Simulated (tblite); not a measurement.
Species: C6HCl2O2 (doublet state).
Z-matrix (Å and degrees, GFN2-xTB geometry), rows numbered from 1:
```
O 
C   1  1.2047
C   2  1.4103  1  131.45
C   3  1.3074  2  132.23  1   159.37
Cl  4  1.6985  3  127.45  2   178.85
C   4  1.5398  3  117.65  2     8.66
O   6  1.2028  4  119.98  3   175.10
C   6  1.4484  4  113.05  3     2.02
C   8  1.3455  6  124.17  4    -0.30
Cl  9  1.6975  2  113.39  1     7.36
H   8  1.0806  6  115.10  4  -179.43
```

All values are computed: GFN2-xTB (tblite) harmonic vibrations without scaling, gas phase. This tight-binding method is rough: wavenumbers can miss measured ones by several per cent, in bad cases by 10 to 20. One conformer, not necessarily the lowest. Open shells enter through the occupations alone, without spin polarisation, and single modes of such species can be off by tens of per cent.

Harmonic wavenumbers (cm⁻¹): 46.0, 130.1, 145.9, 188.9, 222.6, 281.0, 340.4, 353.6, 411.8, 418.0, 516.1, 589.2, 620.5, 632.8, 663.0, 754.2, 802.2, 845.4, 908.9, 1037.6, 1081.0, 1210.1, 1544.1, 1649.6, 1717.8, 1738.7, 3080.6.

A = 2174, B = 609.9, C = 479.1 MHz; mass 174.935 u (most abundant isotopes); point group C1, symmetry number 1; spin multiplicity 2.

Zero-point energy?

Half the sum of the wavenumbers: 10965 cm⁻¹ = 131.17 kJ/mol.

Give the ideal-gas entropy at 298.15 K and 1 bar in the rigid-rotor, harmonic-oscillator model (classical rotation).

Translation 173.26, rotation 128.05, vibration 99.42, spin (R ln 2) 5.76: S = 406.5 J/(mol K).

And Cp and H(298.15 K) − H(0)?

Cp = 141.17 J/(mol K), of which vibrations give 107.91 (their classical limit is 27 R = 224.5); H(298.15 K) − H(0) = 26.23 kJ/mol without the zero-point energy, 16.31 from vibrations.

Blend soft modes into free rotors: weight 1/[1 + (100 cm⁻¹/ν̃)⁴] for the oscillator and the rest for a rotor with moment μB/(μ + B), μ = h/(8π²ν), B = 10⁻⁴⁴ kg m². What vibrational entropy results?

93.51 J/(mol K) in place of 99.42, which changes −T·S at 298.15 K by +1.76 kJ/mol.

What must be added to the electronic energy to get the Gibbs energy at 298.15 K and 1 bar?

ZPE + [H(298.15 K) − H(0)] − T·S = 131.17 + 26.23 − 121.20 = 36.20 kJ/mol.

Which modes carry the vibrational entropy at 298.15 K?

46.0 cm⁻¹: 20.85; 130.1 cm⁻¹: 12.32; 145.9 cm⁻¹: 11.40; 188.9 cm⁻¹: 9.37; 222.6 cm⁻¹: 8.11; 281.0 cm⁻¹: 6.39 J/(mol K); the other 21 give 30.99 together.

How do the functions run with temperature in this model?

```json
{"T (K)": "100", "S (J/(mol K))": "295.8", "Cp (J/(mol K))": "69.3", "H − H(0) (kJ/mol)": "4.86", "G − H(0) (kJ/mol)": "-24.72", "ln q(vib)": "1.17"}
{"T (K)": "200", "S (J/(mol K))": "356.6", "Cp (J/(mol K))": "109.5", "H − H(0) (kJ/mol)": "13.86", "G − H(0) (kJ/mol)": "-57.46", "ln q(vib)": "3.22"}
{"T (K)": "300", "S (J/(mol K))": "407.4", "Cp (J/(mol K))": "141.7", "H − H(0) (kJ/mol)": "26.49", "G − H(0) (kJ/mol)": "-95.72", "ln q(vib)": "5.42"}
{"T (K)": "500", "S (J/(mol K))": "490.6", "Cp (J/(mol K))": "183.7", "H − H(0) (kJ/mol)": "59.44", "G − H(0) (kJ/mol)": "-185.87", "ln q(vib)": "9.71"}
{"T (K)": "800", "S (J/(mol K))": "584.9", "Cp (J/(mol K))": "215.8", "H − H(0) (kJ/mol)": "119.98", "G − H(0) (kJ/mol)": "-347.92", "ln q(vib)": "15.43"}
{"T (K)": "1000", "S (J/(mol K))": "634.4", "Cp (J/(mol K))": "227.2", "H − H(0) (kJ/mol)": "164.37", "G − H(0) (kJ/mol)": "-469.98", "ln q(vib)": "18.75"}
```

q(vib) and H(0) count from the zero-point level.

Hindered rotation and anharmonicity are outside this model. Other conformers, if any are populated, would add a mixing term that is left out. The structure is chiral; the term R ln 2 for an equal mix with its mirror image is left out.

Hardware: Arm Neoverse V2, one thread, shared host. Cost: 0.39 s wall. The figure is for the frequency step alone.
